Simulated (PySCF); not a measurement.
From computed data to an observable: chemical shift, span and skew from a shielding tensor

CH₈FNSi₂, SMILES N[Si@@](C)([SiH3])F. Atoms are numbered in the order given.

```xyz
13

C      1.5269    -0.9356     1.0334
Si     0.3743     0.1786     0.0711
N      0.1291     1.6335     0.9574
F      1.0949     0.4418    -1.3874
Si    -1.7288    -0.7410    -0.4058
H      2.4862    -0.4256     1.2256
H      1.7461    -1.8543     0.4673
H      1.0863    -1.2185     2.0021
H     -0.5610     2.3155     0.6579
H      0.9001     2.0861     1.4409
H     -2.6283     0.2992    -0.9928
H     -2.3654    -1.2547     0.8450
H     -1.6202    -1.8721    -1.3746
```

The structure is a stationary point at B3LYP-D3(BJ)/def2-SVP. The structure was generated by enumeration; whether it is a known compound was not checked. One conformer was computed; it need not be the lowest.

GIAO shieldings from PBE/pcSseg-1 (PySCF), non-relativistic, no solvent. The symmetric part of the tensor of Si2 has the principal values 296.2, 316.8, 349.3 ppm. The same nucleus in TMS has σ = 335.4 ppm at this level (PySCF, at its B3LYP-D3(BJ)/def2-TZVP geometry).

Question: Work out the isotropic shielding, the ²⁹Si shift against TMS, the span and the skew.

Answer: 
σ(iso) = (σ11 + σ22 + σ33)/3 = 320.8 ppm. δ = σ(ref) − σ(iso) = 335.4 − (320.8) = 14.6 ppm.
Span Ω = σ33 − σ11 = 53.1 ppm. Skew κ = 3(σ(iso) − σ22)/Ω = 0.22. Tumbling in solution averages the tensor to δ; in a static solid the shielding alone would spread this spin-1/2 line over Ω.
